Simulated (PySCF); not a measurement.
Isomers of C3H11NSSi2, mass 149.015 u with the commonest isotopes. Computed with CAM-B3LYP/def2-SVPD in PySCF (dipole) on a GFN2-xTB geometry, gas phase. One conformer each, none proved a minimum here; rigid rotors.

Question: Order these by rotational constant B, largest first.
A. `[CH2:1]=[C:2]([SiH2:3][SiH2:4][NH2:5])[S:6][CH3:7]` with C1–C2–Si3–Si4 68°, C2–Si3–Si4–N5 -145°, Si3–Si4–N5–H -173° and 48°, C1–C2–S6–C7 -1°
B. `[CH2:1]=[CH:2][CH2:3][Si@H:4]([SH:5])[NH:6][SiH3:7]` with C1–C2–C3–Si4 -102°, C2–C3–Si4–S5 57°, C3–Si4–S5–H -21°, C3–Si4–N6–Si7 -56°
C. `[CH3:1][S:2][Si@@H:3]1[CH2:4][CH2:5][SiH2:6][NH:7]1` with C1–S2–Si3–C4 180°, S2–Si3–C4–C5 -149°, Si3–C4–C5–Si6 38°, C4–C5–Si6–N7 -30°, C5–Si6–N7–Si3 9°

Answer: B (956.0 MHz), C (856.8 MHz), A (596.9 MHz).

Question: Order these by out-of-plane moment Σ m c² = (Ia + Ib − Ic)/2, smallest first.
A. `[CH3:1][S:2][Si@@H:3]1[CH2:4][CH2:5][SiH2:6][NH:7]1` with C1–S2–Si3–C4 180°, S2–Si3–C4–C5 -149°, Si3–C4–C5–Si6 38°, C4–C5–Si6–N7 -30°, C5–Si6–N7–Si3 9°
B. `[CH2:1]=[C:2]([SiH2:3][SiH2:4][NH2:5])[S:6][CH3:7]` with C1–C2–Si3–Si4 68°, C2–Si3–Si4–N5 -145°, Si3–Si4–N5–H -173° and 48°, C1–C2–S6–C7 -1°
C. `[CH2:1]=[CH:2][CH2:3][Si@H:4]([SH:5])[NH:6][SiH3:7]` with C1–C2–C3–Si4 -102°, C2–C3–Si4–S5 57°, C3–Si4–S5–H -21°, C3–Si4–N6–Si7 -56°

Answer: A (33.49 u·Å²), C (54.08 u·Å²), B (60.58 u·Å²).

Question: Order these by dipole moment, largest first.
A. `[CH2:1]=[C:2]([SiH2:3][SiH2:4][NH2:5])[S:6][CH3:7]` with C1–C2–Si3–Si4 68°, C2–Si3–Si4–N5 -145°, Si3–Si4–N5–H -173° and 48°, C1–C2–S6–C7 -1°
B. `[CH2:1]=[CH:2][CH2:3][Si@H:4]([SH:5])[NH:6][SiH3:7]` with C1–C2–C3–Si4 -102°, C2–C3–Si4–S5 57°, C3–Si4–S5–H -21°, C3–Si4–N6–Si7 -56°
C. `[CH3:1][S:2][Si@@H:3]1[CH2:4][CH2:5][SiH2:6][NH:7]1` with C1–S2–Si3–C4 180°, S2–Si3–C4–C5 -149°, Si3–C4–C5–Si6 38°, C4–C5–Si6–N7 -30°, C5–Si6–N7–Si3 9°

Answer: A (1.88 D), B (1.62 D), C (1.37 D).

```csv
SMILES,point group,Ia (u·Å²),Ib (u·Å²),Ic (u·Å²),κ,μa (D),μb (D),μc (D)
CS[Si@@H]1CC[SiH2]N1,C1,159.19,589.86,682.07,-0.90,0.49,0.99,0.81
C=CC[Si@H](S)N[SiH3],C1,291.66,528.63,712.13,-0.52,1.07,1.22,0.01
C=C([SiH2][SiH2]N)SC,C1,141.68,846.62,867.15,-0.99,0.17,1.86,0.18
```
